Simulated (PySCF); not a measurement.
H2O4S, SMILES OS(=O)(O)=O (connectivity only; charge and spin as stated), charge +1, multiplicity 2.

Coordinates come from a ωB97X-D3(BJ)/def2-SVP optimisation. The spin state was assumed, not searched. The values are those of a single conformer.

Level of theory: TDA-B3LYP/def2-SVPD in PySCF 2.14.0.

Vertical excitations. Gas-phase values at a fixed geometry.

Computed UV-visible absorptions:
```csv
state,energy (eV),λ (nm),f,main pairs
root 1,1.02,1213,0.001,β HOMO→LUMO 95 %
root 2,2.27,547,0.000,β HOMO−2→LUMO 98 %
root 3,3.12,398,0.041,β HOMO−1→LUMO 88 %
root 4,3.35,370,0.003,β HOMO−3→LUMO 96 %
root 5,4.05,306,0.007,β HOMO−4→LUMO 95 %
root 6,5.22,237,0.054,β HOMO−5→LUMO 91 %
root 7,5.96,208,0.000,β HOMO−6→LUMO 97 %
root 8,6.52,190,0.009,β HOMO−7→LUMO 96 %
root 9,7.64,162,0.017,β HOMO−8→LUMO 96 %
root 10,8.05,154,0.000,"α HOMO→LUMO 24 %, β HOMO→LUMO+1 65 %"
```
Unrestricted roots are not spin-pure.
